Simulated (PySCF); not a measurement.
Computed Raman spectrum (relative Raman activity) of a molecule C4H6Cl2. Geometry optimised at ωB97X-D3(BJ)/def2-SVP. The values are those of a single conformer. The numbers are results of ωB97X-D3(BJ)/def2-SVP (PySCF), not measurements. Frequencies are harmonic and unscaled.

```csv
ν (cm⁻¹),relative intensity
74,6.1
100,2.5
266,3.0
356,4.3
366,4.5
637,9.7
711,7.5
825,8.4
966,4.2
1083,2.2
1232,4.2
1254,7.0
1298,2.3
1318,30
1440,17
1462,5.6
1764,34
3088,100
3153,73
3164,85
3181,53
3201,74
3266,82
```

Problem. Which molecule gave these data?
A. Cl/C=C/CCCl
B. C[C@H]1CC1(Cl)Cl
C. CCC=C(Cl)Cl
D. C=CCC(Cl)Cl

Solution. D, C=CCC(Cl)Cl
